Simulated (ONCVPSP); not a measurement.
# Pseudopotential generation for Mo (Z = 42): ONCV, PW91, scalar-relativistic.

| Property | Result |
| --- | --- |
| Element | molybdenum (Mo) |
| Generator | ONCVPSP 4.0.1 |
| Type | optimised norm-conserving Vanderbilt (ONCV) |
| Functional | PW91 |
| Relativity | scalar-relativistic |
| Frozen core | [Ar] 3d10 |
| Valence charge | 14 |
| Reference configuration | 4s2 4p6 4d4 5s2 |
| Partial waves | 4s+5s: rc 1.60 bohr, ncon 4, nbas 7, qcut 7.8 1/bohr, 2 projectors; 4p: rc 1.25 bohr, ncon 3, nbas 7, qcut 7.1 1/bohr, 3 projectors, debl 3.3 Ha; 4d: rc 2.10 bohr, ncon 4, nbas 9, qcut 9.1 1/bohr, 3 projectors, debl 2.7 Ha |
| Local potential | polynomial inside 1.20 bohr (lpopt 4, dvloc0 0 Ha) |
| Core correction | none |

All-electron outer shells of the reference configuration (PW91, scalar-relativistic, ld1.x):

| shell | level (eV) | outermost node (bohr) | outermost maximum (bohr) |
| --- | --- | --- | --- |
| 3d | -224.11 | – | 0.32 |
| 4s | -67.16 | 0.51 | 0.99 |
| 4p | -41.14 | 0.52 | 1.06 |
| 4d | -5.70 | 0.53 | 1.35 |
| 5s | -4.93 | 1.33 | 2.86 |

Task: Does the generator finish with these settings?

Result: Yes, a potential is produced and its reference levels are reproduced.

Task: Estimate the cutoffs (Ha) at which the residual kinetic energy of the hardest occupied pseudo-wave falls to 1 and 0.1 mHa per electron.

Result: 24 Ha and 98 Ha.

Task: Does the potential have ghost states?

Result: No bound ghost flagged; no localised positive-energy state flagged.

Task: Tests: 4s2 4p6 4d5 5s1; 4s2 4p6 4d5 5s0; 4s2 4p6 4d4 5s0; 4s1 4p6 4d5 5s1. Which has the largest error in its energy relative to the reference configuration, and how large is it?

Result: 4s1 4p6 4d5 5s1, with -84 meV (all-electron minus pseudo) on +70.08 eV.
